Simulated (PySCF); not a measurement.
Compound: C₂H₈OSSi.
Structure used (PBE0-D3(BJ)/def2-SVP), in Å, numbered top down from 1:
```xyz
13
C2H8OSSi angstrom
C     -2.3966    0.0314    0.5663
S     -1.6040   -0.7439   -0.8575
C      0.0820   -0.8149   -0.2356
O      0.6165    0.4598   -0.0316
Si     2.2201    0.7433    0.3367
H     -3.4416    0.2259    0.2890
H     -1.9041    0.9856    0.7989
H     -2.3786   -0.6272    1.4484
H      0.6429   -1.3850   -1.0000
H      0.0962   -1.3990    0.7047
H      3.1067    0.1757   -0.7267
H      2.5881    0.1105    1.6425
H      2.3778    2.2187    0.4182
```

Computed with PySCF, PBE0-D3(BJ)/def2-SVP geometry optimisation, gas phase.

Take the most abundant isotopes and a rigid rotor. The values belong to one conformer with, in the numbering `[CH3:1][S:2][CH2:3][O:4][SiH3:5]`, C1–S2–C3–O4 -64°, S2–C3–O4–Si5 -171°.

(1) Give the principal moments of inertia and the rotational constants in cm⁻¹.

(2) Classify the top.

(3) What does the inertial defect say?

(4) Give the other two planar moments, Paa and Pbb, and the rms extents of the mass along the axes.

(5) Which types of transition are allowed, and where do some lines up to J = 4 fall?

(6) Estimate the classical rotational partition function at 100 K, 200 K and 500 K.

Results:

(1) Ia = 58.29, Ib = 385.34, Ic = 419.02 u·Å²; 505379 MHz·u·Å²/I gives 8671, 1312 and 1206 MHz, that is A = 0.28922, B = 0.04375, C = 0.04023 cm⁻¹.

(2) A near-prolate asymmetric top; Ray's κ = -0.972.

(3) Not planar: Δ = Ic − Ia − Ib = -24.60 u·Å². For a rigid frame Δ = −2 Σ m c², so Σ m c² = 12.30 u·Å² lies off the ab plane: 7.30 from hydrogen and 5.00 from heavier atoms. The atom farthest from that plane is 1.55 Å away.

(4) Paa = Σ m a² = (Ib + Ic − Ia)/2 = 373.04 and Pbb = Σ m b² = (Ia + Ic − Ib)/2 = 45.98 u·Å². With the mass M = 108.01 u, the rms extents √(P/M) along a, b and c are 1.86, 0.65, 0.34 Å.

(5) The dipole components are |μa| = 0.74 D, |μb| = 0.56 D, |μc| = 1.22 D. The squared components, which scale the intensities, stand as 0.37 : 0.21 : 1.00 (a : b : c). Some of the stronger lines:

```json
{"type": "a", "branch": "Q", "J(Ka,Kc)": "4(1,3) ← 4(1,4)", "MHz": "1054", "lower level (cm⁻¹)": "1.069"}
{"type": "b", "branch": "R", "J(Ka,Kc)": "4(0,4) ← 3(1,3)", "MHz": "2959", "lower level (cm⁻¹)": "0.741"}
{"type": "a", "branch": "R", "J(Ka,Kc)": "3(1,3) ← 2(1,2)", "MHz": "7394", "lower level (cm⁻¹)": "0.494"}
{"type": "b", "branch": "Q", "J(Ka,Kc)": "1(1,0) ← 1(0,1)", "MHz": "7465", "lower level (cm⁻¹)": "0.084"}
{"type": "b", "branch": "Q", "J(Ka,Kc)": "2(1,1) ← 2(0,2)", "MHz": "7571", "lower level (cm⁻¹)": "0.252"}
{"type": "b", "branch": "R", "J(Ka,Kc)": "1(1,1) ← 0(0,0)", "MHz": "9877", "lower level (cm⁻¹)": "0.000"}
{"type": "c", "branch": "R", "J(Ka,Kc)": "1(1,0) ← 0(0,0)", "MHz": "9982", "lower level (cm⁻¹)": "0.000"}
{"type": "a", "branch": "R", "J(Ka,Kc)": "4(0,4) ← 3(0,3)", "MHz": "10059", "lower level (cm⁻¹)": "0.504"}
{"type": "a", "branch": "R", "J(Ka,Kc)": "4(2,3) ← 3(2,2)", "MHz": "10070", "lower level (cm⁻¹)": "1.493"}
{"type": "b", "branch": "R", "J(Ka,Kc)": "2(1,2) ← 1(0,1)", "MHz": "12289", "lower level (cm⁻¹)": "0.084"}
{"type": "c", "branch": "R", "J(Ka,Kc)": "2(2,1) ← 1(1,1)", "MHz": "27324", "lower level (cm⁻¹)": "0.329"}
{"type": "b", "branch": "R", "J(Ka,Kc)": "3(2,2) ← 2(1,1)", "MHz": "29630", "lower level (cm⁻¹)": "0.504"}
{"type": "b", "branch": "R", "J(Ka,Kc)": "3(2,1) ← 2(1,2)", "MHz": "29952", "lower level (cm⁻¹)": "0.494"}
{"type": "b", "branch": "Q", "J(Ka,Kc)": "4(3,1) ← 4(2,2)", "MHz": "37046", "lower level (cm⁻¹)": "1.829"}
{"type": "b", "branch": "R", "J(Ka,Kc)": "3(3,0) ← 2(2,1)", "MHz": "44613", "lower level (cm⁻¹)": "1.241"}
{"type": "b", "branch": "R", "J(Ka,Kc)": "4(3,2) ← 3(2,1)", "MHz": "47127", "lower level (cm⁻¹)": "1.493"}
{"type": "c", "branch": "Q", "J(Ka,Kc)": "4(4,1) ← 4(3,1)", "MHz": "51881", "lower level (cm⁻¹)": "3.065"}
```

(6) Point group C1, symmetry number σ = 1; q = (√π/σ)·√((kT/h)³/(ABC)), k/h = 20836.6 MHz/K: 45500 at 100 K, 129000 at 200 K, 509000 at 500 K.

Not checked by PBE0-D3(BJ)/def2-SVP frequencies. Zero-point vibration and centrifugal distortion are left out. A rigid rotor knows nothing of internal rotation, which can split or shift real lines.

Time: 36 s of wall time; peak memory 0.51 GiB. Hardware: one thread, Arm Neoverse V1 (aarch64), no GPU, shared host with 64 logical CPUs at a one-minute load of 41. This is the geometry optimisation.
